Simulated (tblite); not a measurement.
Isomers of C7H12. Level: GFN2-xTB in tblite, geometry and Hessian alike; calculated harmonic values, unscaled, isolated species. The method is semi-empirical: single wavenumbers can be off by several per cent or more. One conformer each.

Electronic energies: GFN2-xTB at the same geometries; isomer energies are rough at this level and their order can be wrong.

| SMILES | electronic energy, lowest = 0 (kJ/mol) |
| --- | --- |
| C=C=CC(C)(C)C | 59.8 |
| C=CC1(C)CCC1 | 0.0 |
| C=C=CCCCC | 74.8 |
| C=CC/C=C\CC | 55.8 |
| C=C(/C=C/C)CC | 22.2 |
| C=CCC1(C)CC1 | 27.7 |

Question: How do GFN2-xTB zero-point energies change the relative energies?

Answer: 
| SMILES | ZPE (kJ/mol) | of it from modes above 1550 cm⁻¹ | electronic (kJ/mol) | with ZPE, lowest = 0 (kJ/mol) | lowest mode (cm⁻¹) | rings |
| --- | --- | --- | --- | --- | --- | --- |
| C=CC1(C)CCC1 | 444.4 | 228.0 | 0.0 | 0.0 | 76 | 1 |
| C=C(/C=C/C)CC | 438.8 | 238.0 | 22.2 | 16.6 | 74 | 0 |
| C=CCC1(C)CC1 | 441.5 | 229.4 | 27.7 | 24.7 | 65 | 1 |
| C=CC/C=C\CC | 438.9 | 238.1 | 55.8 | 50.3 | 10i | 0 |
| C=C=CC(C)(C)C | 435.5 | 230.5 | 59.8 | 50.8 | 41 | 0 |
| C=C=CCCCC | 438.1 | 228.4 | 74.8 | 68.5 | 39 | 0 |

The zero-point energies span 8.9 kJ/mol, from `C=C=CC(C)(C)C` to `C=CC1(C)CCC1`. Slightly imaginary modes are left out of the zero-point energy: `C=CC/C=C\CC` 9.9i cm⁻¹. The order is unchanged.

Question: What do entropy and thermal enthalpy add at 298.15 K and 1 bar (rigid rotor, harmonic oscillator, one conformer each)?

Answer: 
| SMILES | point group | symmetry number | S (J/(mol K)) | H − H(0) (kJ/mol) | ZPE + H − H(0) − TS (kJ/mol) |
| --- | --- | --- | --- | --- | --- |
| C=CC1(C)CCC1 | C1 | 1 | 357.8 | 22.99 | 360.7 |
| C=C(/C=C/C)CC | C1 | 1 | 380.2 | 25.87 | 351.4 |
| C=CCC1(C)CC1 | C1 | 1 | 368.5 | 24.07 | 355.7 |
| C=C=CC(C)(C)C | Cs | 1 | 382.0 | 26.54 | 348.1 |
| C=C=CCCCC | C1 | 1 | 391.9 | 26.36 | 347.7 |

Not tabulated: `C=CC/C=C\CC` (lowest mode only 10i cm⁻¹).
